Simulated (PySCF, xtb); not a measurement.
Al(All)(Cl)(H) (C3H6AlCl), SMILES C(=C)[CH2][AlH][Cl].

GFN2-xTB run with xtb 6.7.1 at its own geometry gives an orbital gap of 3.92 eV and a dipole moment of 1.26 D.

Geometry optimised at B3LYP-D3(BJ)/def2-SVP. The structure was generated by enumeration; whether it is a known compound was not checked. The values are those of a single conformer.

Problem. What does PBE/def2-TZVP in PySCF give? (Estimate from the structure and the level; the computed values follow.)

Solution. gap 4.36 eV (levels -6.08 and -1.72 eV), dipole 2.17 D.
